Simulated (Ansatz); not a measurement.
CH₉NO₂Si₂, SMILES `CO[Si](N)(O)[SiH3]`. Charge 0, multiplicity 1. Geometry: relaxed with PBE0-D4/def2-TZVP. It is one conformer, not always the lowest.

```xyz
15

C     1.868    0.704   -0.959
O     0.896   -0.311   -1.036
Si   -0.566   -0.247   -0.295
N    -1.213   -1.791   -0.632
O    -1.567    0.917   -0.885
Si   -0.343    0.336    1.965
H     2.748    0.378   -1.516
H     2.170    0.899    0.077
H     1.506    1.641   -1.395
H    -0.592   -2.577   -0.735
H    -2.112   -2.067   -0.274
H    -1.907    0.765   -1.771
H    -1.646    0.170    2.667
H     0.648   -0.559    2.627
H     0.110    1.742    2.162
```

Task: What is the dipole moment at r2SCAN/def2-TZVPP? (Estimate.)

Result: The calculation gave: 1.45 D, with components (-0.06, -1.00, -1.05) D in this frame, pointing from negative to positive charge.

Task: And with PBE, B3LYP, ωB97M-V? (Estimate.)

Result: Computed: PBE 1.47 D, B3LYP 1.37 D, ωB97M-V 1.37 D.

Task: Give the Mulliken charges with r2SCAN, PBE, B3LYP in def2-TZVPP. (Estimate.)

Result: Computed: 
| atom | r2SCAN | PBE | B3LYP |
| --- | --- | --- | --- |
| C1 | 0.01 | -0.13 | -0.12 |
| O2 | -0.38 | -0.30 | -0.38 |
| Si3 | 0.66 | 0.54 | 0.66 |
| N4 | -0.45 | -0.38 | -0.40 |
| O5 | -0.42 | -0.35 | -0.40 |
| Si6 | 0.07 | -0.01 | 0.05 |
| H7 | 0.06 | 0.10 | 0.11 |
| H8 | 0.05 | 0.09 | 0.09 |
| H9 | 0.06 | 0.10 | 0.10 |
| H10 | 0.17 | 0.16 | 0.15 |
| H11 | 0.16 | 0.15 | 0.14 |
| H12 | 0.20 | 0.19 | 0.18 |
| H13 | -0.07 | -0.05 | -0.07 |
| H14 | -0.07 | -0.05 | -0.07 |
| H15 | -0.06 | -0.05 | -0.06 |

B3LYP here is the variant with VWN-RPA as its local correlation; programs differ in this.
